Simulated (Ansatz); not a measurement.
One change: `FCC([SiH3])Br` becomes `[SiH3]C(Br)Br`.

Ansatz, PBE0-D4/def2-TZVP geometries, multiplicity 1. Each molecule was computed in one conformer, which needn't be the lowest.

Scalar relativity is left out up to krypton. Spin–orbit coupling is left out; it splits and shifts lone-pair levels of the heavy atoms by tenths of an eV.

```json
{"property": "HOMO–LUMO gap (PBE0/def2-TZVPP) / eV", "`FCC([SiH3])Br`": "7.42"}
{"property": "size of the dipole moment (ωB97M-V/def2-TZVPP) / D", "`FCC([SiH3])Br`": "0.27"}
{"property": "size of the dipole moment (B3LYP/def2-TZVPP) / D", "`FCC([SiH3])Br`": "0.28"}
{"property": "HOMO energy (PBE0/def2-TZVPP) / eV", "`FCC([SiH3])Br`": "-8.06"}
{"property": "HOMO energy (PBE/def2-TZVPP) / eV", "`FCC([SiH3])Br`": "-6.80"}
{"property": "size of the dipole moment (PBE/def2-TZVPP) / D", "`FCC([SiH3])Br`": "0.30"}
```

**Question.** What does the change do to each property? (Best estimate.)

**Answer.** Ansatz gave: 
```csv
property,`[SiH3]C(Br)Br`,shift
HOMO–LUMO gap (PBE0/def2-TZVPP) / eV,6.72,-0.70
size of the dipole moment (ωB97M-V/def2-TZVPP) / D,1.39,1.12
size of the dipole moment (B3LYP/def2-TZVPP) / D,1.39,1.11
HOMO energy (PBE0/def2-TZVPP) / eV,-7.96,0.10
HOMO energy (PBE/def2-TZVPP) / eV,-6.70,0.10
size of the dipole moment (PBE/def2-TZVPP) / D,1.28,0.98
```

With PBE0 the HOMO rises by 0.10 eV and the LUMO falls by 0.60 eV, so the gap narrows by about 0.70 eV. PBE moves the HOMO by 0.10 eV and ωB97M-V by 0.11 eV. Dipoles are sizes alone; their direction can turn.

B3LYP here is the variant with VWN-RPA as its local correlation; programs differ in this.
